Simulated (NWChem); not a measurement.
Species: SiH$_{3}$O cation; SMILES [OH+]=[SiH2]

Question: Give the equilibrium geometry at B3LYP/6-31G* (spherical d) (NWChem) as a list of bonds and angles, with the point group.

Answer: point group Cs; any orientation.
Bonded distances (Å): O1–Si2 1.588, O1–H3 0.975, Si2–H4 1.472, Si2–H5 1.465. Bond angles (°): Si2–O1–H3 128.7, O1–Si2–H4 121.2, O1–Si2–H5 113.4, H4–Si2–H5 125.4.
